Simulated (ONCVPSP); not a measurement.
silver (Ag): excitation energies, all-electron against ONCV

* Element: Ag
* Generator: ONCVPSP 4.0.1
* Type: optimised norm-conserving Vanderbilt (ONCV)
* Functional: BLYP
* Relativity: fully relativistic
* Frozen core: [Ar] 3d10
* Valence charge: 19
* Reference configuration: 4s2 4p6 4d10 5s0.5 5p0.5
* Partial waves: 4s+5s: rc 1.15 bohr, ncon 4, nbas 9, qcut 8.7 1/bohr, 2 projectors; 4p+5p: rc 1.70 bohr, ncon 4, nbas 8, qcut 8.1 1/bohr, 3 projectors, debl 2.6 Ha; 4d: rc 1.70 bohr, ncon 4, nbas 8, qcut 10.9 1/bohr, 2 projectors, debl 1.7 Ha
* Local potential: polynomial inside 0.85 bohr (lpopt 5, dvloc0 -1 Ha)
* Core correction: none

Open shells are filled in proportion to 2j + 1.

Energies are relative to the spin-unpolarised reference configuration 4s2 4p6 4d10 5s0.5 5p0.5; without spin polarisation the order of configurations can differ from experiment. Not all tests gave a result: 1 of 4 tests not solved or not reliable.

| valence configuration | charge | ΔE all-electron (eV) | error AE − PS (meV) |
| --- | --- | --- | --- |
| 4s2 4p6 4d10 5s1 5p0 | 0 | -1.893 | -0.1 |
| 4s2 4p6 4d10 5s0 5p0 | +1 | 5.980 | +0.3 |
| 4s1 4p6 4d10 5s1 5p0 | +1 | 100.028 | -20 |

Levels in the configuration 4s1 4p6 4d10 5s1 5p0:

```json
{"level": "4s j=1/2", "all-electron (eV)": "-109.410", "pseudo (eV)": "-109.450"}
{"level": "4p j=3/2", "all-electron (eV)": "-70.947", "pseudo (eV)": "-71.035"}
{"level": "4p j=1/2", "all-electron (eV)": "-76.192", "pseudo (eV)": "-76.280"}
{"level": "4d j=5/2", "all-electron (eV)": "-19.889", "pseudo (eV)": "-19.879"}
{"level": "4d j=3/2", "all-electron (eV)": "-20.521", "pseudo (eV)": "-20.511"}
{"level": "5s j=1/2", "all-electron (eV)": "-12.959", "pseudo (eV)": "-12.963"}
```
